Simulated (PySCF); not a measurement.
C₁₂H₆F₂S₂, SMILES Fc1cccc(F)c1-c1cc2sccc2s1 (GFN2-xTB optimised geometry):

```
22

F     -2.852     0.105     0.000
C     -2.176     1.272     0.000
C     -2.940     2.421     0.000
C     -2.323     3.659     0.000
C     -0.942     3.723     0.000
C     -0.205     2.556     0.000
F      1.137     2.688     0.000
C     -0.771     1.272     0.000
C      0.026     0.063     0.000
C     -0.411    -1.242     0.000
C      0.653    -2.151     0.000
S      0.780    -3.876     0.000
C      2.508    -3.759     0.000
C      2.974    -2.484     0.000
C      1.911    -1.558     0.000
S      1.785     0.156     0.000
H     -4.014     2.325     0.000
H     -2.912     4.562     0.000
H     -0.419     4.665     0.000
H     -1.439    -1.547     0.000
H      3.081    -4.665     0.000
H      4.014    -2.217     0.000
```

Method: CAM-B3LYP/def2-SVP in PySCF.

Task: What are the frontier orbital energies and the dipole moment?

Result: HOMO-2 -8.65 eV, HOMO-1 -7.69 eV, HOMO -7.01 eV, LUMO -0.52 eV, LUMO+1 0.87 eV; dipole moment 1.22 D.

On the same geometry PBE/def2-SVP in PySCF gives HOMO-2 -6.24 eV, HOMO-1 -5.58 eV, HOMO -5.09 eV, LUMO -2.19 eV, LUMO+1 -1.13 eV; dipole moment 0.86 D.

Meta-Löwdin charges at CAM-B3LYP/def2-SVP: F1 -0.26, C2 0.29, C3 -0.15, C4 -0.09, C5 -0.15, C6 0.28, F7 -0.25, C8 -0.05, C9 -0.11, C10 -0.13, C11 -0.12, S12 0.23, C13 -0.22, C14 -0.14, C15 -0.12, S16 0.24, H17 0.12, H18 0.12, H19 0.12, H20 0.13, H21 0.13, H22 0.12.
